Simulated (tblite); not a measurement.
C₆H₁₁FSSi₂.
Z-matrix (Å and degrees, GFN2-xTB geometry), rows numbered from 1:
```
C 
C   1  1.4880
S   2  1.6331  1  120.59
C   2  1.4774  1  119.30  3  -177.40
Si  4  1.9303  2  106.28  1    93.49
C   5  1.8820  4  107.87  2  -172.00
C   6  1.3335  5  125.97  4    11.28
Si  7  1.8834  6  125.09  5    -0.90
C   4  1.5198  2  116.12  1   -29.68
F   9  1.3992  4  109.49  2   -53.25
H   1  1.0906  2  110.88  3   128.53
H   1  1.0872  2  110.34  3     7.01
H   1  1.0913  2  109.55  3  -112.45
H   4  1.0940  2  108.05  1  -152.68
H   5  1.4708  4  108.62  2   -53.41
H   5  1.4613  4  108.22  2    67.31
H   6  1.0849  5  115.29  4  -169.29
H   7  1.0848  6  118.59  5  -179.99
H   8  1.4651  7  110.94  6   134.19
H   8  1.4651  7  111.13  6  -100.80
H   9  1.0963  4  110.82  2    61.37
```

All values are computed: GFN2-xTB (tblite) harmonic vibrations without scaling, gas phase. The method is semi-empirical: single wavenumbers can be off by several per cent or more. Modes of hydrogen on silicon can be 10 to 20 % off. One conformer, not necessarily the lowest.

Harmonic wavenumbers (cm⁻¹): 50.1, 51.5, 77.7, 128.7, 174.0, 178.5, 194.8, 237.1, 265.1, 283.0, 341.1, 380.3, 402.5, 451.0, 461.7, 485.1, 502.1, 553.6, 576.2, 635.5, 660.7, 697.0, 731.0, 732.6, 756.0, 759.3, 770.2, 786.3, 823.3, 963.6, 965.0, 973.0, 994.8, 1077.6, 1095.6, 1152.1, 1170.1, 1222.8, 1253.1, 1281.3, 1325.4, 1342.5, 1379.1, 1461.0, 1468.7, 1622.9, 2210.5, 2254.9, 2259.4, 2296.6, 2903.2, 2937.6, 2983.7, 2995.7, 3000.5, 3018.4, 3047.3.

A = 1259, B = 619.6, C = 476.9 MHz; mass 190.010 u (most abundant isotopes); point group C1, symmetry number 1.

Question: What is the zero-point energy?

Answer: Half the sum of the wavenumbers: 31901 cm⁻¹ = 91.21 kcal/mol.

Question: Give the ideal-gas entropy at 298.15 K and 1 bar in the rigid-rotor, harmonic-oscillator model (classical rotation).

Answer: Translation 41.66, rotation 31.14, vibration 39.08: S = 111.9 cal/(mol K).

Question: And Cp and H(298.15 K) − H(0)?

Answer: Cp = 50.10 cal/(mol K), of which vibrations give 42.15 (their classical limit is 57 R = 113.3); H(298.15 K) − H(0) = 8.64 kcal/mol without the zero-point energy, 6.27 from vibrations.

Question: What must be added to the electronic energy to get the Gibbs energy at 298.15 K and 1 bar?

Answer: ZPE + [H(298.15 K) − H(0)] − T·S = 91.21 + 8.64 − 33.36 = 66.49 kcal/mol.

Question: Which modes carry the vibrational entropy at 298.15 K?

Answer: 50.1 cm⁻¹: 4.81; 51.5 cm⁻¹: 4.76; 77.7 cm⁻¹: 3.95; 128.7 cm⁻¹: 2.97; 174.0 cm⁻¹: 2.39; 178.5 cm⁻¹: 2.34 cal/(mol K); the other 51 give 17.86 together.

Hindered rotation and anharmonicity are outside this model. Other conformers, if any are populated, would add a mixing term that is left out. The structure is chiral; the term R ln 2 for an equal mix with its mirror image is left out.
